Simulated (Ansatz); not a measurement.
Species: CH5O3Si, net charge -1, singlet state. It need not be the lowest isomer of its formula. Whether it binds its extra electron was not tested at this geometry. 
Structure (B3LYP-D3(BJ)/def2-TZVP (Ansatz, an electronic-structure program) minimum search):
SMILES: [CH2-][Si](O)(O)O
```xyz
10

Si    -0.0889     0.0504    -0.0074
C     -1.8252    -0.0023     0.2312
O      0.4077    -1.1399    -1.1120
O      0.7690     1.3801    -0.5991
O      0.7335    -0.2044     1.4565
H     -2.4867    -0.0742    -0.6312
H     -2.2735     0.5458     1.0589
H     -0.2097    -1.8719    -1.0165
H      1.7138     1.2001    -0.6429
H      0.1712    -0.7783     1.9862
```
Charge -1, spin multiplicity 1.

Basis-set convergence of Hartree-Fock and MP2 correlation energies (hartree) with Ansatz. Valence correlation only, unless marked. No spin-orbit coupling. Non-relativistic. This anion needs diffuse functions, which these sets lack.

| basis | functions | E(HF) | E(corr, MP2) |
|---|---|---|---|
| cc-pV(D+d)Z | 104 | -554.41792 | -0.80923 |
| cc-pV(T+d)Z | 229 | -554.54599 | -1.03723 |
| cc-pV(Q+d)Z | 434 | -554.57693 | -1.12029 |
| cc-pV(5+d)Z | 739 | … | … |

Complete the blanks.


- cc-pV(5+d)Z, E(HF): -554.58510
- cc-pV(5+d)Z, E(corr, MP2): -1.15443
